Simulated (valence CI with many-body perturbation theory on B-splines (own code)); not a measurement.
## Forbidden lines of Sm XL

Calculated by relativistic CI+MBPT: five valence electrons over a frozen Dirac-Fock core [Ar], a basis of 7 s, 7 p, 8 d, 6 f, 4 g, 1 h functions for each j, with the one-electron correlation potential Σ1, the two-electron term Σ2, the three-electron term Σ3, Breit, model QED; selected CI, second order for the rest, scaled by the run's own slope (own B-spline code, finite nucleus).

The last digits are not significant, and no measured levels were compared; by estimate large intervals hold to a few tenths of a per cent, small ones and those within an open d or f shell to about a per cent. Only levels of the ground parity were solved; by the run's estimate the other parity begins above the list, which can be wrong where configurations are misplaced.

Lines 1 to 50 of 120 in falling wavelength, among levels below 136.21 eV, chosen from the decays that carry over 1 % of a level's rate. Wavelengths and rates use the calculated energies. Electric multipoles are in the length gauge, E1 and E2 with the static RPA response of the core. Weak lines are less certain than strong ones. Lines between different terms over intervals too small for the method are left out, as are lines whose strength nearly cancels. Branching is blank where the lifetime is uncertain.

Levels are named by their leading jj configuration (3d3/2^4 stands for four electrons in 3d with j = 3/2), which in mixed levels can hold well under half, so a name can repeat and another be missing. Letters in brackets count levels of one name in rising energy.

| λ vac (Å) | Upper | Lower | Type | A (s⁻¹) | Branch % |
| --- | --- | --- | --- | --- | --- |
| 9397 | (3d3/2^3 3d5/2^2) J=11/2 | (3d3/2^3 3d5/2^2) J=7/2 [a] | E2 | 6.58e-08 |  |
| 3512 | (3d3/2^3 3d5/2^2) J=9/2 | (3d3/2^3 3d5/2^2) J=11/2 | M1 | 2.60e+02 | 25.5 |
| 2700 | (3d3/2^3 3d5/2^2) J=7/2 [b] | (3d3/2^3 3d5/2^2) J=5/2 [b] | M1 | 4.32e+02 | 3.0 |
| 2557 | (3d3/2^3 3d5/2^2) J=9/2 | (3d3/2^3 3d5/2^2) J=7/2 [a] | M1 | 7.55e+02 | 73.8 |
| 2146 | (3d3/2^3 3d5/2^2) J=5/2 [b] | (3d3/2^3 3d5/2^2) J=3/2 [a] | M1 | 1.03e+03 | 2.7 |
| 1705 | (3d3/2^3 3d5/2^2) J=1/2 | (3d3/2^3 3d5/2^2) J=3/2 [a] | M1 | 6.04e+03 | 99.6 |
| 1269 | (3d3/2^3 3d5/2^2) J=7/2 [a] | (3d3/2^3 3d5/2^2) J=5/2 [a] | M1 | 5.77e+03 | 5.5 |
| 1248 | (3d3/2^2 3d5/2^3) J=1/2 [a] | (3d3/2^3 3d5/2^2) J=3/2 [b] | M1 | 6.26e+03 | 2.0 |
| 1090 | (3d3/2^3 3d5/2^2) J=7/2 [b] | (3d3/2^3 3d5/2^2) J=7/2 [a] | M1 | 2.24e+03 | 15.6 |
| 978.8 | (3d3/2^2 3d5/2^3) J=5/2 [b] | (3d3/2^3 3d5/2^2) J=3/2 [b] | M1 | 7.17e+03 | 2.5 |
| 962.4 | (3d3/2^3 3d5/2^2) J=3/2 [b] | (3d3/2^3 3d5/2^2) J=1/2 | M1 | 1.85e+03 | 3.3 |
| 947.1 | (3d3/2^2 3d5/2^3) J=5/2 [b] | (3d3/2^2 3d5/2^3) J=5/2 [a] | M1 | 3.37e+03 | 1.2 |
| 907.1 | (3d3/2^2 3d5/2^3) J=7/2 [b] | (3d3/2^2 3d5/2^3) J=7/2 [a] | M1 | 3.73e+03 | 3.6 |
| 863.6 | (3d3/2^2 3d5/2^3) J=1/2 [b] | (3d3/2^2 3d5/2^3) J=3/2 [a] | M1 | 1.23e+04 | 3.5 |
| 862.5 | (3d3/2^3 3d5/2^2) J=3/2 [b] | (3d3/2^3 3d5/2^2) J=5/2 [b] | M1 | 4.81e+03 | 8.6 |
| 838.7 | (3d3/2^2 3d5/2^3) J=9/2 [c] | (3d3/2^2 3d5/2^3) J=9/2 [b] | M1 | 1.44e+04 | 10.2 |
| 749.1 | (3d3/2^3 3d5/2^2) J=5/2 [b] | (3d3/2^3 3d5/2^2) J=5/2 [a] | M1 | 3.54e+04 | 93.4 |
| 710.0 | (3d3/2^2 3d5/2^3) J=9/2 [a] | (3d3/2^3 3d5/2^2) J=7/2 [b] | M1 | 1.66e+04 | 9.7 |
| 676.5 | (3d3/2 3d5/2^4) J=3/2 [a] | (3d3/2^2 3d5/2^3) J=1/2 [b] | M1 | 6.38e+03 | 1.3 |
| 634.2 | (3d3/2^2 3d5/2^3) J=7/2 [a] | (3d3/2^3 3d5/2^2) J=5/2 [b] | M1 | 3.78e+04 | 15.0 |
| 616.7 | (3d3/2^2 3d5/2^3) J=5/2 [c] | (3d3/2^3 3d5/2^2) J=3/2 [b] | M1 | 4.75e+04 | 12.5 |
| 615.2 | (3d3/2^3 3d5/2^2) J=3/2 [b] | (3d3/2^3 3d5/2^2) J=3/2 [a] | M1 | 1.14e+04 | 20.4 |
| 597.9 | (3d3/2^2 3d5/2^3) J=5/2 [a] | (3d3/2^3 3d5/2^2) J=7/2 [a] | M1 | 4.13e+04 | 8.2 |
| 588.3 | (3d3/2^3 3d5/2^2) J=5/2 [a] | (3d3/2^4 3d5/2) J=5/2 | M1 | 1.88e+05 | 100.0 |
| 582.7 | (3d3/2 3d5/2^4) J=7/2 [a] | (3d3/2^2 3d5/2^3) J=5/2 [c] | M1 | 3.03e+04 | 4.9 |
| 577.1 | (3d3/2^2 3d5/2^3) J=7/2 [a] | (3d3/2^3 3d5/2^2) J=9/2 | M1 | 6.22e+04 | 24.7 |
| 563.1 | (3d3/2^2 3d5/2^3) J=3/2 [b] | (3d3/2^3 3d5/2^2) J=3/2 [b] | M1 | 2.47e+03 | 1.7 |
| 556.5 | (3d3/2^2 3d5/2^3) J=11/2 | (3d3/2^3 3d5/2^2) J=9/2 | M1 | 2.43e+04 | 13.8 |
| 552.4 | (3d3/2^2 3d5/2^3) J=3/2 [b] | (3d3/2^2 3d5/2^3) J=5/2 [a] | M1 | 1.06e+04 | 7.2 |
| 552.3 | (3d3/2^2 3d5/2^3) J=5/2 [b] | (3d3/2^3 3d5/2^2) J=7/2 [b] | M1 | 2.65e+04 | 9.2 |
| 543.4 | (3d3/2^2 3d5/2^3) J=1/2 [a] | (3d3/2^3 3d5/2^2) J=1/2 | M1 | 1.22e+05 | 38.6 |
| 531.9 | (3d3/2 3d5/2^4) J=5/2 [a] | (3d3/2^2 3d5/2^3) J=3/2 [a] | M1 | 4.68e+04 | 5.2 |
| 523.2 | (3d3/2 3d5/2^4) J=3/2 [a] | (3d3/2^2 3d5/2^3) J=5/2 [c] | M1 | 5.19e+03 | 1.0 |
| 516.6 | (3d3/2^2 3d5/2^3) J=3/2 [a] | (3d3/2^3 3d5/2^2) J=1/2 | M1 | 1.80e+04 | 3.3 |
| 506.3 | (3d3/2 3d5/2^4) J=7/2 [a] | (3d3/2^2 3d5/2^3) J=9/2 [b] | M1 | 3.78e+04 | 6.2 |
| 502.2 | (3d3/2^2 3d5/2^3) J=5/2 [d] | (3d3/2^2 3d5/2^3) J=5/2 [c] | M1 | 6.83e+03 | 1.8 |
| 486.3 | (3d3/2^2 3d5/2^3) J=3/2 [a] | (3d3/2^3 3d5/2^2) J=5/2 [b] | M1 | 7.48e+04 | 13.7 |
| 484.7 | (3d3/2^2 3d5/2^3) J=7/2 [c] | (3d3/2^2 3d5/2^3) J=5/2 [a] | M1 | 3.13e+03 | 1.4 |
| 482.2 | (3d3/2^2 3d5/2^3) J=9/2 [c] | (3d3/2^2 3d5/2^3) J=11/2 | M1 | 3.07e+03 | 2.2 |
| 480.4 | (3d3/2^2 3d5/2^3) J=11/2 | (3d3/2^3 3d5/2^2) J=11/2 | M1 | 1.52e+05 | 86.2 |
| 477.8 | (3d3/2^2 3d5/2^3) J=5/2 [d] | (3d3/2^2 3d5/2^3) J=7/2 [b] | M1 | 5.03e+03 | 1.3 |
| 475.5 | (3d3/2 3d5/2^4) J=11/2 | (3d3/2^2 3d5/2^3) J=9/2 [b] | M1 | 3.54e+04 | 6.9 |
| 470.8 | (3d3/2^2 3d5/2^3) J=7/2 [a] | (3d3/2^3 3d5/2^2) J=7/2 [a] | M1 | 8.87e+04 | 35.2 |
| 464.8 | (3d3/2^2 3d5/2^3) J=9/2 [b] | (3d3/2^3 3d5/2^2) J=7/2 [b] | M1 | 3.04e+04 | 8.0 |
| 458.5 | (3d3/2^2 3d5/2^3) J=5/2 [b] | (3d3/2^3 3d5/2^2) J=5/2 [b] | M1 | 1.26e+05 | 43.7 |
| 450.5 | (3d3/2^2 3d5/2^3) J=9/2 [a] | (3d3/2^3 3d5/2^2) J=11/2 | M1 | 6.18e+04 | 36.1 |
| 433.1 | (3d3/2^2 3d5/2^3) J=7/2 [b] | (3d3/2^3 3d5/2^2) J=7/2 [b] | M1 | 2.94e+04 | 28.6 |
| 431.8 | (3d3/2 3d5/2^4) J=7/2 [a] | (3d3/2^2 3d5/2^3) J=5/2 [b] | M1 | 9.68e+04 | 15.8 |
| 429.9 | (3d3/2^2 3d5/2^3) J=9/2 [a] | (3d3/2^3 3d5/2^2) J=7/2 [a] | M1 | 9.14e+04 | 53.3 |
| 423.8 | (3d3/2 3d5/2^4) J=5/2 [a] | (3d3/2^2 3d5/2^3) J=7/2 [a] | M1 | 1.60e+05 | 17.9 |
